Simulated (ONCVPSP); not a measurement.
u(r) = r·R(r): atom against pseudo-atom (beryllium)

Columns: radius, all-electron u(r) and pseudo u(r) of the 2s shell (level -5.54 eV) of beryllium in the configuration [He] 2s2; PBEsol, scalar-relativistic, ONCV scheme, ONCVPSP 4.0.1.

```
r (bohr)  all-electron  pseudo
   0.090       -0.1823  0.0267
   0.180       -0.2468  0.0525
   0.270       -0.2416  0.0776
   0.360       -0.1961  0.1037
   0.450       -0.1286  0.1326
   0.540       -0.0507  0.1645
   0.630        0.0305  0.1983
   0.720        0.1105  0.2325
   0.810        0.1864  0.2665
   0.900        0.2567  0.3016
   0.990        0.3207  0.3398
   1.080        0.3782  0.3817
   1.170        0.4294  0.4262
   1.260        0.4743  0.4701
   1.350        0.5128  0.5101
   1.440        0.5452  0.5441
   1.530        0.5719  0.5716
   1.620        0.5932  0.5932
   1.710        0.6097  0.6097
   1.800        0.6217  0.6217
   1.890        0.6296  0.6296
   1.980        0.6338  0.6338
   2.070        0.6348  0.6348
   2.160        0.6329  0.6329
   2.250        0.6285  0.6285
   2.340        0.6218  0.6218
```

Question: How many radial nodes do the two functions have?

Answer: The all-electron 2s function has n − l − 1 = 1; the pseudo-wave has 0, since the states of the same l below it are removed with the core.

Question: At about which radius was the pseudo-wave matched?

Answer: 1.80 bohr. The columns agree to 0.0005 from 1.53 bohr on; several derivatives are matched, so the curves merge somewhat inside the radius.

Question: Is the pseudo-wave norm-conserving?

Answer: Yes: the ONCV scheme keeps the norm inside the radius equal to the all-electron one, which fixes the energy derivative of the logarithmic derivative at the level.
